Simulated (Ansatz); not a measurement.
This geometry of Cl₂H₂Sn (5 atoms, charge 0, multiplicity 1) is a first-order saddle point.

Method: RKS B3LYP-D4/def2-SVP (Ansatz).

```xyz
5
Properties=species:S:1:pos:R:3
Sn -0.304 0.083 0.399
H 0.945 -0.077 1.666
Cl 2.350 -0.029 0.522
H -0.567 1.350 -0.753
Cl -0.947 -1.874 -0.790
```

Problem. Which two structures does it join? (They come from a converged band through this point; their orientation in space is the band's.)

Solution. Bonds broken: Sn1–H2, Sn1–Cl3. Bonds formed: H2–Cl3.

First end point:

```xyz
5
Properties=species:S:1:pos:R:3
Sn 0.193 0.041 0.316
H -0.009 -0.068 2.009
Cl 2.508 -0.028 -0.139
H -0.457 1.400 -0.492
Cl -0.759 -1.892 -0.648
```

Last end point:

```xyz
5
Properties=species:S:1:pos:R:3
Sn -0.803 0.794 0.663
H 1.339 -1.039 0.461
Cl 2.071 -0.029 0.900
H -0.382 1.342 -0.993
Cl -0.749 -1.614 0.015
```

Problem. How far does it lie above each of them?

Solution. 41.0 kcal/mol above the first and 29.1 kcal/mol above the second. This is the barrier of this one path; another mechanism may lie lower. The orbitals stay closed-shell, which can raise the energy where a bond breaks towards radicals; this wasn't checked here.

Time of the run: 6 min on 1 thread of Arm Neoverse V2, on a shared host, peak memory 0.15 GiB.
